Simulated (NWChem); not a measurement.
# Si₂NH₄OF; SMILES F[Si@H]1N[SiH2]O1

```xyz
9

F      0.0542    -2.1180     0.5865
Si    -0.0101    -0.8532    -0.4416
N     -1.2102     0.3501    -0.0602
Si     0.0710     1.5292     0.2267
O      1.2042     0.2922    -0.1376
H      0.0193    -1.4616    -1.8004
H     -2.2289     0.3787    -0.0726
H      0.1393     2.6726    -0.7434
H      0.2010     2.0526     1.6275
```
Atoms are numbered in this order, from 1.

The geometry was optimised at PBE-D3(BJ)/def2-SVP.

 Unshifted, non-relativistic core excitations; the lowest 4 roots alone, so stronger bands may lie above.

**Question.** List the first F K-edge excitations from PBE0/6-311G** (spherical d), restricted-window TDA (NWChem).

**Answer.** 
```tsv
state	energy (eV)	dipole oscillator strength	leading excitation (squared amplitude)
S1	671.8	0.0056	1s of atom 1 or its equivalents → LUMO (0.90)
S2	672.7	0.0093	1s of atom 1 or its equivalents → LUMO+2 (0.67)
S3	673.4	0.0026	1s of atom 1 or its equivalents → LUMO+1 (0.79)
S4	673.6	0.0042	1s of atom 1 or its equivalents → LUMO+3 (0.86)
```
